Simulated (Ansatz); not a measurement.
Calculated with Ansatz (gas phase, PBE0-D4/def2-TZVP geometries, no zero-point term in ΔE). CCSD(T)/CBS adds triple-zeta CCSD(T) − MP2 to the extrapolated MP2 energy (def2 sets, frozen cores). This one scheme is used for every species. One conformer a species, not always the lowest.

`FB(F)[SiH3]` + CH₃SH → `CSB(F)[SiH3]` + H–F  (ligand exchange at a B–F bond)

```csv
species,SCS-MP2/def2-TZVPP energy (Eh)
`FB(F)[SiH3]`,-515.17555
CH₃SH,-438.12094
`CSB(F)[SiH3]`,-852.93689
H–F,-100.33020
```

Problem. Work out ΔE.

Solution. ΔE = (-852.93689) + (-100.33020) − (-515.17555) − (-438.12094) = 0.02940 Eh = +77.2 kJ/mol. CCSD(T)/CBS gives +68.7 kJ/mol.

Largest T1 diagnostic among the species: 0.014.

In def2-TZVPP, CCSD(T) changes the Hartree–Fock value by −35.8 kJ/mol (the triples alone add −6.6 kJ/mol) and MP2 by −42.4 kJ/mol. From PBE to PBE0 (25 % exact exchange), in def2-TZVPP and without D4, ΔE moves by +3.4 kJ/mol. The D4 term adds −13.5 kJ/mol with B3LYP and −7.5 kJ/mol with PBE0; it sums over pairs of atoms, weighted by their polarisabilities, and B3LYP, whose exchange is more repulsive, gets the larger term.

B3LYP here is the variant with VWN-RPA as its local correlation; programs differ in this.
